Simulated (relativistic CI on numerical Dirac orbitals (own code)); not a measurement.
Computed by Dirac-Coulomb-Breit CI, separate exchange-only KLI orbitals for each configuration, model QED (radiative potential, 1s self-energy scaled to tabulated hydrogen-like ionisation energies), unscaled Slater integrals (own radial code, finite nucleus).

The strongest absorption lines from the ground level of an ion, among the configurations computed and to levels below about 317 eV (vacuum wavelength in Å, gf): 45.551 (0.55), 45.726 (0.62), 45.984 (0.74), 46.058 (1.1), 46.371 (0.55), 60.807 (20), 61.289 (10), 61.367 (15).

Question: Which ion is it?
A. Dy²³⁺
B. Er²³⁺
C. Yb²⁵⁺
D. Dy²¹⁺

Answer: D. Dy²¹⁺ has 45 electrons and the ground level 4s2 4p6 4d9 2D_5/2; the strongest line goes to 4s2 4p6 4d8 4f 2F°_7/2. The pattern of lines fixes the number of electrons, and along that sequence the line energies rise steadily with the charge (about as its square where n changes within one kind of shell, about linearly where n is kept but much faster in heavy ions where fine structure, which grows about as Z⁴, sets the gap, and irregularly where shells cross), which fixes Z. Configurations outside the model, such as inner-shell arrays, can give stronger lines. At this charge energies of transitions that change n are usually good to better than 1 %, and those within a shell (Δn = 0) to a few per cent.

LS names give the leading component of a level, which can be under half, so a name can repeat, a term be missing and a line seem to break the LS rules.
